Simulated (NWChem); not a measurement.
System: C$_{4}$H$_{4}$ClF; SMILES F[C@@H](C=C=C)Cl

Excerpt of the output:

```
             Northwest Computational Chemistry Package (NWChem) 7.3.0
             --------------------------------------------------------

 C1  symmetry detected

                             Geometry "geometry" -> ""
                             -------------------------

 Output coordinates in angstroms (scale by  1.889725989 to convert to a.u.)

  No.       Tag          Charge          X              Y              Z
 ---- ---------------- ---------- -------------- -------------- --------------
    1 C                    6.0000     0.40368762    -3.07835918     0.27839681
    2 C                    6.0000     0.08927566    -1.89599667    -0.17622513
    3 C                    6.0000    -0.22333142    -0.70401089    -0.61935666
    4 C                    6.0000    -0.40896362     0.46124403     0.29721486
    5 F                    9.0000    -1.61742565     1.05825840     0.06692605
    6 Cl                  17.0000     0.88253637     1.72222307     0.00581039
    7 H                    1.0000    -0.36007937    -3.80141139     0.55794370
    8 H                    1.0000     1.44172457    -3.38543346     0.39053673
    9 H                    1.0000    -0.35972141    -0.50567444    -1.68108620
   10 H                    1.0000    -0.33222063     0.19313783     1.35131542

 Effective nuclear repulsion energy (a.u.)     258.6598672795

                                 NWChem DFT Module
                                 -----------------

 Summary of "ao basis" -> "ao basis" (spherical)
 ------------------------------------------------------------------------------
       Tag                 Description            Shells   Functions and Types
 ---------------- ------------------------------  ------  ---------------------
 C                           6-31g*                  6       14   3s2p1d
 F                           6-31g*                  6       14   3s2p1d
 Cl                          6-31g*                  8       18   4s3p1d
 H                           6-31g*                  2        2   2s

            General Information
            -------------------
          SCF calculation type: DFT
          Wavefunction type:  closed shell.
          No. of atoms     :    10
          No. of electrons :    54
           Alpha electrons :    27
            Beta electrons :    27
          Charge           :     0
          Spin multiplicity:     1
          Use of symmetry is: off; symmetry adaption is: off
          Maximum number of iterations: 150
          AO basis - number of functions:    96
                     number of shells:    46
          Convergence on energy requested:  1.00D-06
          Convergence on density requested:  1.00D-05
          Convergence on gradient requested:  5.00D-04

              XC Information
              --------------
                         SCAN Method XC Functional
                  SCAN metaGGA Exchange Functional  1.000
                        SCAN Correlation Potential  1.000

             Grid Information
             ----------------
          Grid used for XC integration:  medium
          Radial quadrature: Mura-Knowles
          Angular quadrature: Lebedev.
          Tag              B.-S. Rad. Rad. Pts. Rad. Cut. Ang. Pts.
          ---              ---------- --------- --------- ---------
          C                   0.70       49          12.0       434
          F                   0.50       49          12.0       434
          Cl                  1.00       88          13.0       590
          H                   0.35       45          13.0       434
          Grid pruning is: on
          Number of quadrature shells:   513
          Spatial weights used:  Erf1

      Superposition of Atomic Density Guess
      -------------------------------------

 Sum of atomic energies:        -711.45686149

      Non-variational initial energy
      ------------------------------

 Total energy =    -714.139187
 1-e energy   =   -1492.829209
 2-e energy   =     520.030155
 HOMO         =      -0.288280
 LUMO         =       0.016401

     ---------------------------------------------
      Total Density - Mulliken Population Analysis
     ---------------------------------------------

    Atom       Charge   Shell Charges
 -----------   ------   -------------------------------------------------------
    1 C    6     6.63   2.00  0.73  2.00  0.63  1.25  0.03
    2 C    6     5.72   2.00  0.75  1.78  0.49  0.67  0.04
    3 C    6     6.40   2.00  0.73  1.98  0.56  1.10  0.03
    4 C    6     5.40   2.00  0.66  1.41  0.57  0.69  0.07
    5 F    9     9.48   2.00  0.95  3.41  1.01  2.12  0.01
    6 Cl  17    17.30   2.00  2.00  5.98  1.39  3.68  0.54  1.69  0.01
    7 H    1     0.75   0.45  0.30
    8 H    1     0.75   0.45  0.30
    9 H    1     0.76   0.45  0.30
   10 H    1     0.82   0.49  0.33

   convergence    iter        energy       DeltaE   RMS-Dens  Diis-err
 ---------------- ----- ----------------- --------- --------- ---------
 d= 0,ls=0.0,diis     1   -714.5900377573 -9.73D+02  1.79D-02  9.77D-01
 d= 0,ls=0.0,diis     2   -714.4186923352  1.71D-01  1.15D-02  2.64D+00
 d= 0,ls=0.0,diis     3   -714.6996833882 -2.81D-01  3.00D-03  4.65D-02
 d= 0,ls=0.0,diis     4   -714.6994354755  2.48D-04  1.65D-03  4.27D-02
 d= 0,ls=0.0,diis     5   -714.7055466922 -6.11D-03  2.57D-04  8.77D-04
  Resetting Diis
 d= 0,ls=0.0,diis     6   -714.7056359243 -8.92D-05  1.05D-04  9.48D-05
 d= 0,ls=0.0,diis     7   -714.7056465987 -1.07D-05  6.07D-05  6.57D-06
 d= 0,ls=0.0,diis     8   -714.7056452427  1.36D-06  3.75D-05  1.78D-05
 d= 0,ls=0.0,diis     9   -714.7056474326 -2.19D-06  5.16D-06  2.43D-07
 d= 0,ls=0.0,diis    10   -714.7056474601 -2.75D-08  1.79D-06  4.78D-08

         Total DFT energy =     -714.705647460099
      One electron energy =    -1496.014896639934
           Coulomb energy =      584.445719878856
    Exchange-Corr. energy =      -61.796337978510
 Nuclear repulsion energy =      258.659867279490

 Numeric. integr. density =       53.999995844556

                       DFT Final Molecular Orbital Analysis
                       ------------------------------------

 Vector   25  Occ=2.000000D+00  E=-2.809379D-01
              MO Center=  6.7D-01,  1.2D+00,  4.8D-02, r^2= 3.2D+00
   Bfn.  Coefficient  Atom+Function         Bfn.  Coefficient  Atom+Function
  ----- ------------  ---------------      ----- ------------  ---------------
    79      0.647183   6 Cl pz               83      0.358392   6 Cl pz
    75     -0.252819   6 Cl pz               19      0.138383   2 C  pz
    34      0.132521   3 C  s                77      0.132722   6 Cl px
    96     -0.125143  10 H  s                 5      0.115200   1 C  pz
    95     -0.112145  10 H  s                47     -0.108051   4 C  pz

 Vector   26  Occ=2.000000D+00  E=-2.639817D-01
              MO Center=  1.5D-01, -1.9D+00, -8.7D-03, r^2= 3.4D+00
   Bfn.  Coefficient  Atom+Function         Bfn.  Coefficient  Atom+Function
  ----- ------------  ---------------      ----- ------------  ---------------
     5      0.354991   1 C  pz               19      0.291237   2 C  pz
     9      0.256571   1 C  pz               23      0.171139   2 C  pz
    79     -0.159240   6 Cl pz               18      0.142397   2 C  py
    22      0.136384   2 C  py                4      0.123907   1 C  py
    33     -0.123411   3 C  pz               31      0.116660   3 C  px

 Vector   27  Occ=2.000000D+00  E=-2.553525D-01
              MO Center=  2.0D-01, -6.6D-01, -2.1D-01, r^2= 4.1D+00
   Bfn.  Coefficient  Atom+Function         Bfn.  Coefficient  Atom+Function
  ----- ------------  ---------------      ----- ------------  ---------------
    78      0.347746   6 Cl py               31      0.338449   3 C  px
    17      0.307457   2 C  px               35      0.228032   3 C  px
    21      0.204464   2 C  px               82      0.190750   6 Cl py
    79      0.154949   6 Cl pz               74     -0.133956   6 Cl py
    77     -0.113426   6 Cl px               32      0.109403   3 C  py

 Vector   28  Occ=0.000000D+00  E=-4.746064D-02
              MO Center=  1.4D-01, -8.2D-01, -7.5D-02, r^2= 4.6D+00
   Bfn.  Coefficient  Atom+Function         Bfn.  Coefficient  Atom+Function
  ----- ------------  ---------------      ----- ------------  ---------------
    48      0.455501   4 C  s                17     -0.361844   2 C  px
    21     -0.356236   2 C  px               82      0.321615   6 Cl py
    49      0.307219   4 C  px               35      0.289587   3 C  px
    80     -0.277956   6 Cl s                78      0.272363   6 Cl py
    31      0.264460   3 C  px               90     -0.263322   7 H  s

 Vector   29  Occ=0.000000D+00  E=-3.130931D-02
              MO Center=  1.2D-01, -2.0D+00, -9.8D-02, r^2= 2.9D+00
   Bfn.  Coefficient  Atom+Function         Bfn.  Coefficient  Atom+Function
  ----- ------------  ---------------      ----- ------------  ---------------
     9      0.463934   1 C  pz               48      0.401693   4 C  s
    19     -0.384414   2 C  pz               23     -0.382075   2 C  pz
     5      0.338054   1 C  pz               94     -0.300026   9 H  s
    21      0.241224   2 C  px               22     -0.233331   2 C  py
    17      0.203244   2 C  px               36     -0.199309   3 C  py

 Vector   30  Occ=0.000000D+00  E= 1.782223D-02
              MO Center=  2.2D-01,  2.9D-01,  2.4D-02, r^2= 4.4D+00
   Bfn.  Coefficient  Atom+Function         Bfn.  Coefficient  Atom+Function
  ----- ------------  ---------------      ----- ------------  ---------------
    48      0.747884   4 C  s                50      0.567867   4 C  py
    80     -0.558408   6 Cl s                81      0.522608   6 Cl px
    82      0.432792   6 Cl py               46      0.396084   4 C  py
    35     -0.382587   3 C  px               49      0.383090   4 C  px
    77      0.271315   6 Cl px               45      0.233166   4 C  px

[...]
```

Level: SCAN/6-31G* (spherical d). Coordinates come from a B3LYP/6-31G* (spherical d) optimisation.

### Question
Reconstruct the input file.

### Answer
This is not unique; one that fits is the input that was run:
```
start job
memory heap 200 mb stack 900 mb global 1100 mb
geometry units angstroms noautoz
  C      0.356691    -3.055171     0.267404
  C      0.026191    -1.872429    -0.174646
  C     -0.301688    -0.680012    -0.605408
  C     -0.417553     0.492788     0.313013
  F     -1.632051     1.100970     0.155061
  Cl     0.865656     1.738355    -0.067637
  H     -0.395198    -3.768445     0.599359
  H      1.396589    -3.372385     0.316170
  H     -0.502622    -0.486854    -1.657798
  H     -0.277326     0.230442     1.362017
end
basis spherical
  C library 6-31g*
  F library 6-31g*
  Cl library 6-31g*
  H library 6-31g*
end
dft
  xc scan
  iterations 150
  mulliken
end
task dft energy
```
